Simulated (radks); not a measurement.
The mean radii <r> (bohr) of the occupied orbitals of an atom or ion are listed with their occupations. All-electron calculation, Dirac Kohn-Sham, BLYP, spin-unpolarised, spherical densities, point nucleus. Program: a radial shooting solver on a logarithmic mesh with Libxc functionals.

| orbital | occ. | <r> |
|---|---|---|
| 1s1/2 | 2 | 0.02558 |
| 2s1/2 | 2 | 0.1093 |
| 2p1/2 | 2 | 0.09192 |
| 2p3/2 | 4 | 0.09791 |
| 3s1/2 | 2 | 0.2916 |
| 3p1/2 | 2 | 0.2815 |
| 3p3/2 | 4 | 0.2934 |
| 3d3/2 | 4 | 0.2643 |
| 3d5/2 | 6 | 0.2680 |
| 4s1/2 | 2 | 0.6725 |
| 4p1/2 | 2 | 0.6948 |
| 4p3/2 | 4 | 0.7217 |
| 4d3/2 | 4 | 0.7871 |
| 4d5/2 | 6 | 0.7965 |
| 5s1/2 | 2 | 1.519 |
| 5p1/2 | 0.666667 | 1.650 |
| 5p3/2 | 1.33333 | 1.704 |

Name the element and its charge. Open shells, if any, are shared by 2j + 1.

Answer. Z = 56, barium, charge +6: Ba6+ in [Kr] 4d10 5s2 5p2. The 1s radius gives Z: for a bare nucleus <r> = (2 gamma + 1)/(2Z) with gamma = sqrt(1 - (Z/c)^2), 0.02523 bohr for Z = 56, and screening makes it slightly larger (0.02558 here). The occupations add up to 50, and the charge is Z minus that.
